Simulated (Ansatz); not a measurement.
`[OH][Al]([F])[ZnH]` + H₂Se → `[OH][Al]([F])[SeH]` + `[ZnH2]`  (cleavage of the Al–Zn bond)

Program: Ansatz. Geometries: PBE0-D4/def2-TZVP. ΔE: electronic, gas phase. CBS: MP2 limit from def2 TZ/QZ plus the TZ coupled-cluster correction, frozen cores. For Se, Zn outer-core shells are correlated without core-valence functions, which leaves a few kJ/mol of doubt a bond. Scalar relativity is left out up to krypton. Each species was taken in one conformer, which may not be the lowest.

`[OH][Al]([F])[ZnH]`:

```xyz
6

O    -0.863    0.960    1.260
Al    0.141   -0.182    0.514
F     0.997   -1.212    1.495
Zn    0.300   -0.280   -1.958
H    -0.971    1.053    2.206
H     0.396   -0.339   -3.516
```

H₂Se:

Z-matrix (Å, degrees):
```
Se
H 1 1.467
H 1 1.467 2 91.2
```

`[OH][Al]([F])[SeH]`:

Cartesian coordinates in Å:
```
O 0.682 -1.690 -0.092
Al -0.035 -0.233 0.335
F -0.646 -0.093 1.852
Se -0.195 1.560 -1.098
H 1.071 -1.885 -0.942
H -0.877 2.341 -0.056
```

`[ZnH2]`:

```xyz
3

Zn    0.000    0.000    0.000
H     1.465    0.397   -0.283
H    -1.465   -0.397    0.283
```

```tsv
species	MP2/def2-TZVPP energy (Eh)
`[OH][Al]([F])[ZnH]`	-2196.48142
H₂Se	-2401.29111
`[OH][Al]([F])[SeH]`	-2818.34779
`[ZnH2]`	-1779.45704
```

(1) Work out ΔE.

Largest T1 diagnostic among the species: 0.016.

Answers

(1) ΔE = (-2818.34779) + (-1779.45704) − (-2196.48142) − (-2401.29111) = -0.03230 Eh = -84.8 kJ/mol. CCSD(T)/CBS gives -75.2 kJ/mol.

The D4 term adds −4.9 kJ/mol with B3LYP and −2.5 kJ/mol with PBE0; it sums over pairs of atoms, weighted by their polarisabilities, and B3LYP, whose exchange is more repulsive, gets the larger term. From PBE to PBE0 (25 % exact exchange), in def2-TZVPP and without D4, ΔE moves by −5.5 kJ/mol.

B3LYP here is the variant with VWN-RPA as its local correlation; programs differ in this.
